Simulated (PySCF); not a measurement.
ZrF₄, SMILES [F][Zr]([F])([F])[F], multiplicity 1.

Geometry: B3LYP-D3(BJ)/def2-SVP. The multiplicity is an assumed one; other spin states were not compared. The isomer is the one that the SMILES or the coordinates give; other isomers of the formula were not compared. The def2 effective core potentials stand for the cores of Zr; spin–orbit coupling is left out.

Level of theory: TDDFT-LC-ωPBE/def2-SVPD (PySCF).

Vertical excitations; the highest root listed may be one member of a degenerate set. Gas-phase values at a fixed geometry. State labels are in the subgroup D2.

| state | symmetry | energy (eV) | λ (nm) | f | main pairs |
|---|---|---|---|---|---|
| S1 | B2 | 9.43 | 132 | 0.000 | HOMO−4→LUMO+1, HOMO−1→LUMO+2 (degenerate set) |
| S2 | B3 | 9.43 | 132 | 0.000 | HOMO−3→LUMO+2, HOMO→LUMO+1, HOMO−3→LUMO+1, HOMO→LUMO+2 (degenerate set) |
| S3 | B1 | 9.43 | 132 | 0.000 | HOMO−5→LUMO+2, HOMO−2→LUMO+1, HOMO−5→LUMO+1, HOMO−2→LUMO+2 (degenerate set) |
| S4 | B2 | 9.49 | 131 | 0.000 | HOMO−1→LUMO+2, HOMO−4→LUMO+1 (degenerate set) |
| S5 | B3 | 9.49 | 131 | 0.000 | HOMO→LUMO+1, HOMO−3→LUMO+2, HOMO→LUMO+2, HOMO−3→LUMO+1 (degenerate set) |
| S6 | B1 | 9.49 | 131 | 0.000 | HOMO−2→LUMO+1, HOMO−5→LUMO+2, HOMO−2→LUMO+2, HOMO−5→LUMO+1 (degenerate set) |
| S7 | B1 | 9.50 | 131 | 0.002 | HOMO−5→LUMO+1, HOMO−2→LUMO+2, HOMO−5→LUMO+2, HOMO−2→LUMO+1 (degenerate set) |
| S8 | B3 | 9.50 | 131 | 0.002 | HOMO−3→LUMO+1, HOMO→LUMO+2, HOMO−3→LUMO+2, HOMO→LUMO+1 (degenerate set) |
| S9 | B2 | 9.50 | 131 | 0.002 | HOMO−4→LUMO+2, HOMO−1→LUMO+1 (degenerate set) |
| S10 | B1 | 10.01 | 124 | 0.033 | HOMO−2→LUMO+2 43 %, HOMO−5→LUMO+1 20 %, HOMO−2→LUMO+1 14 %, HOMO−5→LUMO+2 7 % |
| T1 | B3 | 9.02 | 137 | 0 | HOMO→LUMO+2, HOMO−3→LUMO+1, HOMO→LUMO+1, HOMO−3→LUMO+2 (degenerate set) |
| T2 | B1 | 9.02 | 137 | 0 | HOMO−2→LUMO+2, HOMO−5→LUMO+1, HOMO−2→LUMO+1, HOMO−5→LUMO+2 (degenerate set) |
| T3 | B2 | 9.02 | 137 | 0 | HOMO−1→LUMO+1, HOMO−4→LUMO+2 (degenerate set) |
| T4 | B1 | 9.18 | 135 | 0 | HOMO−5→LUMO+1 44 %, HOMO−2→LUMO+2 27 %, HOMO−5→LUMO+2 15 %, HOMO−2→LUMO+1 9 % |
Triplets are in the Tamm–Dancoff approximation, which puts them higher than full response would, so one can lie above its singlet here.
